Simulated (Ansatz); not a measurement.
Z-matrix (Å, degrees):
```
Al
C 1 1.975
O 1 1.690 2 115.8
H 1 1.575 2 125.0 3 -180.0
S 2 1.620 1 117.0 3 0.1
H 2 1.094 1 125.9 3 -179.9
H 3 0.960 1 118.1 2 -0.0
```

Charge 0, multiplicity 1.

**Question.** List the B3LYP/def2-TZVPP orbital energies in eV (Ansatz 0.2.0). (An estimate is asked.)

**Answer.** Ansatz gave: Occupied: -2418.13, -1524.54, -520.15, -278.35, -216.10, -160.68, -160.60, -160.41, -112.55, -73.29, -73.10, -73.08, -26.61, -21.70, -15.81, -13.68, -11.95, -10.74, -9.40, -9.27, -9.05, -8.83, -6.21. Lowest empty: -3.26, -0.53, -0.18, 0.56, 1.88, 2.33, 2.59, 2.83.

B3LYP here is the variant with VWN-RPA as its local correlation; programs differ in this.
